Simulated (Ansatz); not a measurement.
The cluster Ti₃Cl₃, relaxed as a doublet with UKS PBE-D4/def2-SVP in Ansatz, starting from the GFN1-xTB geometry. Force threshold 0.02 eV/Å.

The charge 0 doublet is spin-contaminated (final ⟨S²⟩ up to 1.69, 0.75 for a pure state). The relaxation made no stability test and no search for a lower SCF solution. No other spin state of charge 0 was run. Another isomer (doublet) lies 0.04 eV lower at PBE0-D4/def2-TZVP; other spin states weren't run for this one.

Start:

```xyz
6

Ti   -0.699    0.948   -2.141
Ti   -0.372   -0.733   -0.272
Ti    0.102   -0.482    2.232
Cl    1.996    0.006    3.255
Cl   -0.697    3.161   -2.174
Cl   -0.329   -2.900   -0.901
```

```csv
step,energy (eV),largest force component (eV/Å),SCF passes
1,-106860.2693,1.094,305
2,-106860.5725,0.514,66
3,-106860.8332,0.603,56
4,-106861.1245,0.716,51
5,-106861.4816,0.913,58
6,-106861.7810,0.271,61
7,-106861.8106,0.199,58
8,-106861.8636,0.340,69
9,-106861.9246,0.347,66
10,-106862.0381,0.538,58
11,-106862.2595,0.474,50
12,-106862.5333,0.592,46
13,-106862.8306,0.419,47
14,-106863.0322,0.717,51
15,-106863.1639,0.404,53
16,-106863.2422,0.318,58
17,-106863.2901,0.134,51
18,-106863.3069,0.108,48
19,-106863.3089,0.056,42
20,-106863.3091,0.063,45
21,-106863.3094,0.020,43
22,-106863.3096,0.011,43
```

Force components are those of the run's own axes.

End:

Cartesian coordinates in Å:
```
Ti 0.513 0.180 -1.252
Ti -1.252 0.517 -0.150
Ti 0.537 -0.804 1.096
Cl 1.750 -0.122 2.853
Cl -0.752 2.181 -1.874
Cl -0.796 -1.953 -0.673
```

Bonds formed: Ti1–Cl6, Ti2–Cl5, Ti3–Cl6 (atoms count from 1). Metal–metal contacts that move far: Ti1–Ti3 4.67 to 2.55 Å.

No frequencies were taken in this run, so the end may be a saddle point.

It took 3.1 min on 4 threads of Arm Neoverse V1 on a shared host.
